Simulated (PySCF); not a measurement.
F4Hf, charge -1, doublet, at a GFN2-xTB geometry of the parent state (such geometries of metal compounds can be far from the true shape) (the multiplicity is a formal guess) (core potentials on Hf) (a gas-phase anion, which may not be bound at this level); M062X/def2-SVP (PySCF).

PySCF was given this input:
```python
from pyscf import gto, scf, dft

mol = gto.M(
    atom='''
Hf   -0.016864    0.002519   -0.000394
F     0.409162    1.233944   -1.338766
F    -0.030610   -1.290481    1.347608
F    -0.291788   -1.320995   -1.289126
F     0.048147    1.357384    1.283435
''',
    basis='def2-svp',
    ecp={'Hf': 'def2-svp'},
    charge=-1,
    spin=1,
    verbose=4,
)

mf = dft.ROKS(mol)
mf.xc = 'm062x'
mf.kernel()
```

Output, abridged:

```
PySCF version 2.14.0

[INPUT] verbose = 4
[INPUT] num. atoms = 5
[INPUT] num. electrons = 49
[INPUT] charge = -1
[INPUT] spin (= nelec alpha-beta = 2S) = 1
[INPUT] symmetry False subgroup None
[INPUT] Mole.unit = angstrom
[INPUT] Symbol           X                Y                Z      unit          X                Y                Z       unit  Magmom
[INPUT]  1 Hf    -0.016864000000   0.002519000000  -0.000394000000 AA   -0.031868341365   0.004760220108  -0.000744552093 Bohr   0.0
[INPUT]  2 F      0.409162000000   1.233944000000  -1.338766000000 AA    0.773204120579   2.331816213050  -2.529901084879 Bohr   0.0
[INPUT]  3 F     -0.030610000000  -1.290481000000   1.347608000000 AA   -0.057844516673  -2.438655658955   2.546610043273 Bohr   0.0
[INPUT]  4 F     -0.291788000000  -1.320995000000  -1.289126000000 AA   -0.551399406435  -2.496318761920  -2.436095080056 Bohr   0.0
[INPUT]  5 F      0.048147000000   1.357384000000   1.283435000000 AA    0.090984643719   2.565084005867   2.425340648681 Bohr   0.0

nuclear repulsion = 210.136771272133
number of shells = 36
number of NR pGTOs = 153
number of NR cGTOs = 88
basis = def2-svp
ecp = {'Hf': 'def2-svp'}

******** <class 'pyscf.dft.roks.ROKS'> ********
method = ROKS
initial guess = minao
damping factor = 0
level_shift factor = 0
DIIS = <class 'pyscf.scf.diis.CDIIS'>
diis_start_cycle = 1
diis_space = 8
diis_damp = 0
SCF conv_tol = 1e-09
SCF conv_tol_grad = None
SCF max_cycles = 50
direct_scf = True
direct_scf_tol = 1e-13
num. doubly occ = 24  num. singly occ = 1
XC library pyscf.dft.libxc version 7.1.2
    S. Lehtola, C. Steigemann, M. J. T. Oliveira, and M. A. L. Marques,  SoftwareX 7, 1–5 (2018)
XC functionals = m062x
    Y. Zhao and D. G. Truhlar,  Theor. Chem. Acc. 120, 215 (2008)
    Y. Zhao and D. G. Truhlar,  Theor. Chem. Acc. 120, 215 (2008)
radial grids:
    Treutler-Ahlrichs [JCP 102, 346 (1995); DOI:10.1063/1.469408] (M4) radial grids

becke partition: Becke, JCP 88, 2547 (1988); DOI:10.1063/1.454033
pruning grids: <function nwchem_prune>
grids dens level: 3
symmetrized grids: False
atomic radii adjust function: <function treutler_atomic_radii_adjust>
small_rho_cutoff = 0
Set gradient conv threshold to 3.16228e-05
tot grids = 80840
init E= -434.121052772328
  HOMO = -0.354739459645973  LUMO = -0.28127021957314  gap/eV = 1.99920
cycle= 1 E= -446.973934962245  delta_E= -12.9  |g|= 1.06  |ddm|= 5.26
  HOMO = 0.0614552327324525  LUMO = 0.159379091686166  gap/eV = 2.66464
cycle= 2 E= -446.971982332514  delta_E= 0.00195  |g|= 1.13  |ddm|= 1.12
  HOMO = 0.0479411905887233  LUMO = 0.149077470307269  gap/eV = 2.75206
cycle= 3 E= -447.168041853163  delta_E= -0.196  |g|= 0.115  |ddm|= 0.493
  HOMO = 0.0102022388246361  LUMO = 0.126312661244924  gap/eV = 3.15953
cycle= 4 E= -447.171271938639  delta_E= -0.00323  |g|= 0.0173  |ddm|= 0.166
  HOMO = 0.0114649922980803  LUMO = 0.124359996955263  gap/eV = 3.07203
cycle= 5 E= -447.171351236148  delta_E= -7.93e-05  |g|= 0.00285  |ddm|= 0.0208
  HOMO = 0.0122076603012431  LUMO = 0.125752686741226  gap/eV = 3.08972
cycle= 6 E= -447.17135365028  delta_E= -2.41e-06  |g|= 0.00147  |ddm|= 0.00371
  HOMO = 0.0123958585578876  LUMO = 0.126027183420423  gap/eV = 3.09207
cycle= 7 E= -447.171354258067  delta_E= -6.08e-07  |g|= 0.000347  |ddm|= 0.00146
  HOMO = 0.012447931584358  LUMO = 0.126032183809397  gap/eV = 3.09078
cycle= 8 E= -447.171354293722  delta_E= -3.57e-08  |g|= 0.000175  |ddm|= 0.000357
  HOMO = 0.0124554283026121  LUMO = 0.126020192010785  gap/eV = 3.09025
cycle= 9 E= -447.17135430074  delta_E= -7.02e-09  |g|= 2.25e-05  |ddm|= 0.000143
  HOMO = 0.0124596255831264  LUMO = 0.126013940837993  gap/eV = 3.08997
cycle= 10 E= -447.171354301022  delta_E= -2.82e-10  |g|= 3.21e-06  |ddm|= 3.7e-05
  HOMO = 0.0124593941107953  LUMO = 0.126014682163984  gap/eV = 3.09000
Extra cycle  E= -447.171354301036  delta_E= -1.4e-11  |g|= 1.31e-06  |ddm|= 7.08e-06
converged SCF energy = -447.171354301036
```
